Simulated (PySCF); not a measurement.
A calculated (PBE, PySCF 2.14, cc-pVTZ-DK, scalar relativity by spin-free X2C-1e) atom or ion has these occupied shells.

| shell | electrons | orbital energy (eV) | rms radius, mean of both spins (bohr) |
| --- | --- | --- | --- |
| 1s α | 1 | -2095.1 | 0.120 |
| 1s β | 1 | -2094.8 | 0.120 |
| 2s α | 1 | -184.66 | 0.567 |
| 2s β | 1 | -184.41 | 0.567 |
| 2p α | 3 | -135.28 | 0.543 |
| 2p β | 3 | -134.95 | 0.543 |
| 3s α | 1 | -24.007 | 1.96 |
| 3s β | 1 | -21.950 | 1.96 |
| 3p α | 2 | -14.982 | 2.30 |

(1) Name the element and its charge.

Results:

(1) P⁺ (phosphorus, charge +1), in [Ne] 3s2 3p2, high-spin 3P determinant.
